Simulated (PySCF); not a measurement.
**Electric field gradients and quadrupole coupling constants**

Species: C7H10N2O.
SMILES with atom numbers: `[CH2:1]=[CH:2][n:3]1[n:4][cH:5][c:6]([O:7][CH3:8])[c:9]1[CH3:10]` (hydrogens: H11, H12 on C1; H13 on C2; H14 on C5; H15, H16, H17 on C8; H18, H19, H20 on C10)

Cartesian coordinates in Å at the GFN2-xTB level; atoms count from 1:
```xyz
20
C7H10N2O angstrom
C     -3.367   -0.781    0.831
C     -2.475    0.062    0.332
N     -1.119   -0.219    0.258
N     -0.620   -1.377    0.695
C      0.679   -1.331    0.485
C      1.042   -0.106   -0.106
O      2.263    0.367   -0.492
C      3.347   -0.500   -0.264
C     -0.141    0.595   -0.242
C     -0.371    1.950   -0.804
H     -4.410   -0.528    0.873
H     -3.061   -1.740    1.207
H     -2.741    1.034   -0.055
H      1.295   -2.163    0.761
H      3.464   -0.722    0.802
H      3.230   -1.440   -0.814
H      4.231    0.025   -0.624
H      0.588    2.352   -1.123
H     -1.040    1.914   -1.665
H     -0.801    2.620   -0.060
```

Field gradients from the PBE0/pcSseg-1 density (PySCF, non-relativistic), principal values in atomic units, ordered |Vxx| ≤ |Vyy| ≤ |Vzz|:

```json
{"atom": "N3", "Vxx": "0.2026", "Vyy": "0.4719", "Vzz": "-0.6745"}
{"atom": "N4", "Vxx": "0.1185", "Vyy": "0.8614", "Vzz": "-0.9799"}
{"atom": "O7", "Vxx": "-0.1381", "Vyy": "-1.8449", "Vzz": "1.9830"}
```

Task: Find the asymmetry η = (Vxx − Vyy)/Vzz and the couplings χ = eQV/h (234.96 MHz × Q in barn × V in au), with Q(14N) = 0.02044 b, Q(17O) = −0.0256 b.

Result: 
```tsv
atom	environment	nucleus	η	χzz (MHz)	χxx (MHz)	χyy (MHz)
N3	pyrrole-type nitrogen	14N	0.40	-3.239	0.973	2.266
N4	pyridine-type nitrogen	14N	0.76	-4.706	0.569	4.137
O7	aryl ether oxygen	17O	0.86	-11.93	0.83	11.10
```

The tensor is traceless: Vxx + Vyy + Vzz = 0.

Task: What is Vzz at O7 in SI units (1 au = 9.71736 × 10²¹ V/m²)?

Result: 1.9830 au = 19.270 × 10²¹ V/m².

Task: And the gradient at the other heavy atoms, for which no coupling is worked out here?

Result: 
```tsv
atom	environment	Vzz (au)	η
C1	terminal =CH2 carbon	0.264	0.20
C2	vinylic carbon bearing nitrogen	-0.324	0.02
C5	aromatic CH next to a ring nitrogen	0.148	0.84
C6	aromatic carbon bearing oxygen	-0.249	0.88
C8	methoxy carbon	0.422	0.06
C9	substituted aromatic carbon	-0.177	0.85
C10	benzylic-type carbon	0.099	0.45
```

Task: What couplings would deuterons (Q(2H) = 0.00286 b) have in place of the hydrogens, at this geometry?

Result: 
```tsv
atom	bonded to	bond length (Å)	Vzz (au)	η	χzz (kHz)
H11	C1	1.074	0.3440	0.06	231
H12	C1	1.075	0.3363	0.04	226
H13	C2	1.080	0.3216	0.11	216
H14	C5	1.071	0.3459	0.08	232
H15	C8	1.095	0.2903	0.08	195
H16	C8	1.095	0.2903	0.08	195
H17	C8	1.089	0.3045	0.07	205
H18	C10	1.086	0.3119	0.03	210
H19	C10	1.090	0.3085	0.02	207
H20	C10	1.090	0.3086	0.02	207
```

Isolated species at its GFN2-xTB geometry (one conformer only). GFN2-xTB bond lengths can be off by several hundredths of an ångström, more for odd bonds, and the gradients follow them. With so small a basis the couplings can be 20 % off.
